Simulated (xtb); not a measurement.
HF$_{5}$OW, charge -1, doublet, geometry from GFN2-xTB (such geometries of metal compounds can be far from the true shape) (the multiplicity is a formal guess); GFN0-xTB with ALPB(thf) (xtb 6.7.1).

Here is a job for xtb.
```
$ xtb mol.xyz --gfn 0 --chrg -1 --uhf 1 --alpb thf --json

# file mol.xyz
8

W      0.00505346    -0.01037942     0.00239988
F     -0.80375424     1.65085138    -0.38170169
F      1.53224584     0.98657810     0.83391000
F      0.91685744     0.08254296    -1.78019062
F     -0.95289235    -0.00852994     1.76307770
F     -1.56828075    -0.91256508    -0.85102292
O      0.78841096    -1.61933741     0.37441518
H      1.20117308    -2.46712009     0.57043530
```

It wrote (shortened):

```
   ID    Z sym.   atoms
    1   74 W      1
    2    9 F      2-6
    3    8 O      7
    4    1 H      8

           -------------------------------------------------
          |                Calculation Setup                |
           -------------------------------------------------

           -------------------------------------------------
          |                 G F N 0 - x T B                 |
           -------------------------------------------------

      * Solvation model:               ALPB
        Solvent                        thf
        Parameter file                 internal GFN-FF/ALPB
        Dielectric constant                7.6000E+00
        Reference state                gsolv [1 M gas/solution]
        Free energy shift                  4.8933E-03 Eh       3.0706E+00 kcal/mol
        Temperature                        2.9815E+02 K
        Density                            8.8300E-01 kg/L
        Solvent mass                       7.2106E+01 g/mol
        Interaction kernel             P16
        Born radius scaling (c1)           1.9917E+00
        Born radii integrator          GBOBC
        Born offset                        0.0000E+00 a0       0.0000E+00 AA
        H-bond correction              true
        Ion screening                  false
        Surface tension                    1.0000E-05 Eh       1.5569E+01 dyn/cm
        Grid points                               230 per atom

          ...................................................
          :                      SETUP                      :
          :.................................................:
          :  # basis functions                  36          :
          :  # atomic orbitals                  35          :
          :  # shells                           17          :
          :  # electrons                        49          :
          :  electronic temp.          300.0000000     K    :
          :  accuracy                    1.0000000          :
          :  -> integral cutoff          0.2500000E+02      :
          :  -> integral neglect         0.1000000E-07      :
          ...................................................

         :::::::::::::::::::::::::::::::::::::::::::::::::::::
         ::                     SUMMARY                     ::
         :::::::::::::::::::::::::::::::::::::::::::::::::::::
         :: total energy             -27.491995417769 Eh    ::
[...]
        32                          0.4362277              11.8704
        33                          0.7938249              21.6011
        34                          0.7938249              21.6011
        35                          0.8180413              22.2600
      -------------------------------------------------------------
                  HL-Gap            0.0426296 Eh            1.1600 eV
             Fermi-level            0.0000000 Eh            0.0000 eV

     #   Z          covCN         q      C6AA      α(0)
     1  74 W        4.574     1.680   303.030    39.980
     2   9 F        0.758    -0.425    13.893     4.294
     3   9 F        0.747    -0.384    13.373     4.213
     4   9 F        0.747    -0.384    13.373     4.213
     5   9 F        0.747    -0.384    13.373     4.213
     6   9 F        0.747    -0.384    13.373     4.213
     7   8 O        1.633    -1.214    45.670     9.140
     8   1 H        0.805     0.496     0.343     0.919

 Mol. C6AA /au·bohr⁶  :       1752.515020
 Mol. C8AA /au·bohr⁸  :     102902.212383
 Mol. α(0) /au        :         71.185433

Wiberg/Mayer (AO) data.
largest (>0.10) Wiberg bond orders for each atom

 ---------------------------------------------------------------------------
     #   Z sym  total        # sym  WBO       # sym  WBO       # sym  WBO
 ---------------------------------------------------------------------------
     1  74 W    4.641 --     7 O    1.300     2 F    0.784     3 F    0.637
                             4 F    0.637     6 F    0.637     5 F    0.637
     2   9 F    0.863 --     1 W    0.784
     3   9 F    0.680 --     1 W    0.637
     4   9 F    0.680 --     1 W    0.637
     5   9 F    0.680 --     1 W    0.637
     6   9 F    0.680 --     1 W    0.637
     7   8 O    2.394 --     1 W    1.300     8 H    0.979
     8   1 H    0.987 --     7 O    0.979
 ---------------------------------------------------------------------------

Topologies differ in total number of bonds
Writing topology from bond orders to xtbtopo.mol

 dipole moment from electron density (au)
     X       Y       Z
   0.8714  -1.7897   0.4138  total (Debye):    5.168

           -------------------------------------------------
          | TOTAL ENERGY              -27.491995417769 Eh   |
          | GRADIENT NORM               0.068865849186 Eh/α |
          | HOMO-LUMO GAP               1.160009284590 eV   |
           -------------------------------------------------

normal termination of xtb
```
